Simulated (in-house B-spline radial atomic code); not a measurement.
# How G0W0 and RPA depend on the start: Ar XII (Ar11+)

Configuration [He] 2s2 2p3, highest spin. Computed with an all-electron radial atomic-structure program (B-spline basis): all electrons, scalar-relativistic (spin-free one-electron X2C), finite nucleus, each spin shell either full or empty, empty states to l = 9 with an (l + 1/2)⁻⁴ tail; G0W0 by contour deformation at full frequency.

| start | mean-field 2p up (eV) | G0W0 (eV) | QP weight | RPA correlation (Eh) |
| --- | --- | --- | --- | --- |
| Hartree-Fock | -622.46 | -621.25 | 0.990 | -0.36893 |
| PBE | -588.65 | -620.30 | 0.977 | -0.41754 |
| TPSS | -589.50 | ? | ? | ? |
| wB97X | -597.84 | -620.56 | 0.984 | -0.39866 |
| LDA exchange-only | -586.18 | ? | ? | ? |

What G0W0 level, weight and RPA correlation energy follow from the LDA exchange-only start?

G0W0 level -620.49 eV, weight 0.976, RPA correlation -0.41777 hartree.

What G0W0 level, weight and RPA correlation energy follow from the TPSS start?

G0W0 level -620.35 eV, weight 0.979, RPA correlation -0.41378 hartree.

How much of the dependence on the start does G0W0 remove?

The mean-field levels span 36.3 eV and the G0W0 levels 0.954 eV. Against 619 ± 0.4 eV (NIST, semi-empirical) the G0W0 removal energies are off by +1.30 to +2.25 eV, with spin-orbit coupling, Breit and QED terms left out.
